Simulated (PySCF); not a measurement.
Al(F)(SeH)2 (AlFH2Se2), SMILES [F][Al]([SeH])[SeH]. Geometry optimised at PBE0-D3(BJ)/def2-SVP. Other conformers were not sampled.

Computed equilibrium geometry at PBE0-D3(BJ)/def2-SVP (PySCF confirms it by a frequency run) as a Z-matrix, and its point group (one conformer of several):
point group C2v.
```
Al
F 1 1.6629
Se 1 2.3013 2 116.57
H 3 1.4719 1 91.82 2 180.00
Se 1 2.3013 2 116.57 3 180.00
H 5 1.4719 1 91.82 2 180.00
```
